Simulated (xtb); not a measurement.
xtb input (GFN2-xTB):

```bash
xtb mol.xyz --gfn 2 --ohess tight --chrg -1 --uhf 0
```
mol.xyz:
```
5

N     -0.86395132    -0.22171743     0.09178974
C      0.47558479    -0.14454149    -0.03890644
O      1.19371717    -1.05658909    -0.09080197
H     -1.50518836     0.51789355     0.10489475
H      0.78353904     0.92790719    -0.12950078
```

End of the output:

```
   ------------------------------------------------------------------------
    298.15    0.411690E-02    0.342203E-01    0.280283E-01    0.619202E-02
   ------------------------------------------------------------------------

         :::::::::::::::::::::::::::::::::::::::::::::::::::::
         ::                  THERMODYNAMIC                  ::
         :::::::::::::::::::::::::::::::::::::::::::::::::::::
         :: total free energy         -10.315667452359 Eh   ::
         ::.................................................::
         :: total energy              -10.321859477103 Eh   ::
         :: zero point energy           0.030103409502 Eh   ::
         :: G(RRHO) w/o ZPVE           -0.023911384758 Eh   ::
         :: G(RRHO) contrib.            0.006192024744 Eh   ::
         :::::::::::::::::::::::::::::::::::::::::::::::::::::

optimized geometry written to: xtbopt.xyz

           -------------------------------------------------
          | TOTAL ENERGY              -10.321859477103 Eh   |
          | TOTAL ENTHALPY            -10.287639168562 Eh   |
          | TOTAL FREE ENERGY         -10.315667452359 Eh   |
          | GRADIENT NORM               0.000507241727 Eh/α |
          | HOMO-LUMO GAP               5.092353353150 eV   |
           -------------------------------------------------

------------------------------------------------------------------------
------------------------------------------------------------------------
 total:
 SCF:
 ANC optimizer:
 analytical hessian:
```

It need not be the lowest isomer of its formula. Whether it binds its extra electron was not tested at this geometry.
